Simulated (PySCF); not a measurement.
An equivalent PySCF input for Sb (antimony, neutral), [Kr] 4d10 5s2 5p3, high-spin 4S determinant, with scalar relativity through the core potential:

```python
from pyscf import gto, scf, dft, mp, cc
import basis_set_exchange as bse
txt = bse.get_basis("cc-pVDZ-PP", elements=["Sb"], fmt="nwchem", header=False)
cut = txt.index("\nECP")
mol = gto.M(atom="Sb 0 0 0", charge=0, spin=3, symmetry="D2h",
            basis=gto.basis.parse(txt[:cut]),
            ecp={"Sb": gto.basis.parse_ecp(txt[cut:])})
mf = dft.UKS(mol, xc="R2SCAN")
mf.irrep_nelec = {'Ag': (4, 4), 'B1g': (1, 1), 'B2g': (1, 1), 'B3g': (1, 1), 'B1u': (2, 1), 'B2u': (2, 1), 'B3u': (2, 1)}
mf.kernel()
```

It reaches the same state as the run whose output follows, with an energy that differs only through the grid. The run itself started from symmetry-adapted Hartree-Fock orbitals and held the occupation by maximum overlap, on a logarithmic radial grid, so the iterations belong to that start.

```
SCF conv_tol = 1e-09
number electrons alpha = 13  beta = 10
XC functionals = R2SCAN
    J. W. Furness, A. D. Kaplan, J. Ning, J. P. Perdew, and J. Sun.,  J. Phys. Chem. Lett. 11, 8208-8215 (2020)
    J. W. Furness, A. D. Kaplan, J. Ning, J. P. Perdew, and J. Sun.,  J. Phys. Chem. Lett. 11, 9248-9248 (2020)
    J. W. Furness, A. D. Kaplan, J. Ning, J. P. Perdew, and J. Sun.,  J. Phys. Chem. Lett. 11, 8208-8215 (2020)
    J. W. Furness, A. D. Kaplan, J. Ning, J. P. Perdew, and J. Sun.,  J. Phys. Chem. Lett. 11, 9248-9248 (2020)
cycle= 1 E= -240.304050490918  delta_E= -0.00518  |g|= 0.0082  |ddm|= 0.384
cycle= 2 E= -240.304088794129  delta_E= -3.83e-05  |g|= 0.00141  |ddm|= 0.0437
cycle= 3 E= -240.304089910833  delta_E= -1.12e-06  |g|= 0.000378  |ddm|= 0.0054
cycle= 4 E= -240.304090024961  delta_E= -1.14e-07  |g|= 0.000143  |ddm|= 0.00228
cycle= 5 E= -240.304090037733  delta_E= -1.28e-08  |g|= 4.69e-07  |ddm|= 0.000757
cycle= 6 E= -240.304090037733  delta_E= 5.68e-14  |g|= 6.34e-09  |ddm|= 2.32e-06
converged SCF energy = -240.304090037733  <S^2> = 3.751866  2S+1 = 4.0009329
```

Energies and moments cover only the electrons outside the core potential.
